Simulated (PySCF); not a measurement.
**Electron correlation in Tm⁺ (thulium, charge +1)**

Starting occupation: [Xe] 4f13 6s1, 4f5/2 with m_j = -5/2, -3/2, -1/2, +1/2, +3/2, +5/2, 4f7/2 with m_j = -5/2, -3/2, -1/2, +1/2, +3/2, +5/2, +7/2, 6s1/2 with m_j = +1/2. Computed with PySCF 2.14 in x2c-TZVPall-2c (11s11p10d4f1g, 131 functions), with X2C-1e with screened-nucleus spin-orbit coupling, Gaussian nucleus. Frozen: [Ar] 3d10; 40 electrons correlated; the 18 highest virtual spinors left out.

MP2 pair energies summed by pair of shells (mhartree):

```json
{"pair": "4f5/2-4f7/2", "energy": "-237.19", "share (%)": "15.7"}
{"pair": "4f7/2-4f7/2", "energy": "-124.17", "share (%)": "8.2"}
{"pair": "4d5/2-4f7/2", "energy": "-84.76", "share (%)": "5.6"}
{"pair": "4f5/2-4f5/2", "energy": "-82.00", "share (%)": "5.4"}
{"pair": "4d5/2-4f5/2", "energy": "-75.79", "share (%)": "5.0"}
{"pair": "4f7/2-5p3/2", "energy": "-62.06", "share (%)": "4.1"}
{"pair": "4d3/2-4f7/2", "energy": "-57.66", "share (%)": "3.8"}
{"pair": "5p3/2-5p3/2", "energy": "-55.47", "share (%)": "3.7"}
{"pair": "4f5/2-5p3/2", "energy": "-54.22", "share (%)": "3.6"}
{"pair": "5p1/2-5p3/2", "energy": "-51.88", "share (%)": "3.4"}
{"pair": "4d3/2-4d5/2", "energy": "-46.78", "share (%)": "3.1"}
{"pair": "4d3/2-4f5/2", "energy": "-45.42", "share (%)": "3.0"}
{"pair": "4f7/2-5p1/2", "energy": "-34.76", "share (%)": "2.3"}
{"pair": "4d5/2-4d5/2", "energy": "-33.22", "share (%)": "2.2"}
{"pair": "4f7/2-4p3/2", "energy": "-30.18", "share (%)": "2.0"}
{"pair": "4d5/2-4p3/2", "energy": "-28.68", "share (%)": "1.9"}
{"pair": "4f5/2-4p3/2", "energy": "-26.45", "share (%)": "1.8"}
{"pair": "4f5/2-5p1/2", "energy": "-23.24", "share (%)": "1.5"}
{"pair": "4f7/2-5s1/2", "energy": "-22.78", "share (%)": "1.5"}
{"pair": "5p3/2-5s1/2", "energy": "-21.30", "share (%)": "1.4"}
{"pair": "4d3/2-4p3/2", "energy": "-19.57", "share (%)": "1.3"}
{"pair": "4d5/2-5p3/2", "energy": "-19.31", "share (%)": "1.3"}
{"pair": "4f5/2-5s1/2", "energy": "-18.29", "share (%)": "1.2"}
{"pair": "4d5/2-4p1/2", "energy": "-14.88", "share (%)": "1.0"}
{"pair": "4f7/2-4p1/2", "energy": "-14.13", "share (%)": "0.9"}
{"pair": "5p3/2-6s1/2", "energy": "-13.48", "share (%)": "0.9"}
{"pair": "5p1/2-5p1/2", "energy": "-13.00", "share (%)": "0.9"}
{"pair": "4d3/2-4d3/2", "energy": "-12.74", "share (%)": "0.8"}
{"pair": "4d5/2-4s1/2", "energy": "-12.06", "share (%)": "0.8"}
{"pair": "4f5/2-4p1/2", "energy": "-11.68", "share (%)": "0.8"}
```

Total MP2 correlation energy: -1509.1 mhartree.

This basis was not built for core-valence correlation, so the inner-shell part is incomplete.
